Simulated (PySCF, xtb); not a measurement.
CH3FMgS, SMILES C[S][Mg][F]. The values are those of a single conformer.

Harmonic wavenumbers (cm⁻¹) from GFN2-xTB in xtb 6.7.1 at its own minimum, in rising order: 22, 96, 113, 180, 349, 581, 719, 945, 948, 1313, 1431, 1432, 2988, 2993, 3036.

**Question.** What does PySCF with PBE0-D3(BJ)/def2-SVP give at its own minimum? (An estimate is asked for; the answer gives what the named calculation found.)

**Answer.** 77, 83, 135, 182, 373, 721, 787, 954, 968, 1337, 1453, 1460, 3065, 3173, 3177. Paired by order, the mean absolute difference is 55 cm⁻¹ and the zero-point energies are 24.5 and 25.7 kcal/mol.
